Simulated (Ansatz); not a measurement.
Mulliken charges of FH3MoO4, SMILES `[O]=[Mo]([OH])([OH])([OH])[F]` from ωB97M-V/def2-TZVPP in Ansatz (PBE0-D4/def2-TZVP geometry).

| atom | x (Å) | y (Å) | z (Å) | charge (e) |
| --- | --- | --- | --- | --- |
| O1 | -1.152 | 0.156 | -1.668 | -0.462 |
| Mo2 | -0.219 | -0.005 | -0.310 | 1.621 |
| O3 | 1.518 | -0.540 | -0.794 | -0.468 |
| O4 | -0.630 | -1.716 | 0.263 | -0.411 |
| O5 | -1.112 | 0.748 | 1.165 | -0.468 |
| F6 | 0.657 | 1.689 | -0.246 | -0.442 |
| H7 | 2.185 | 0.149 | -0.871 | 0.213 |
| H8 | -0.281 | -2.174 | 1.033 | 0.205 |
| H9 | -0.877 | 1.648 | 1.409 | 0.213 |

**Question.** By hand: the dipole of these point charges (1 e Å = 4.8032 D).

**Answer.** Σ q r = (0.177, -0.282, 0.421) e Å, of length 0.537 e Å = 2.58 D.

**Question.** How does the dipole of the full density compare? (An estimate is asked.)

**Answer.** The calculation gave: (0.327, -0.108, 0.510) e Å, 2.96 D; the point charges give 0.87 times that, at 23° from its direction.

Point charges leave out the atoms' own dipoles, such as those of lone pairs, and Mulliken's split depends on the basis, so the two needn't agree.
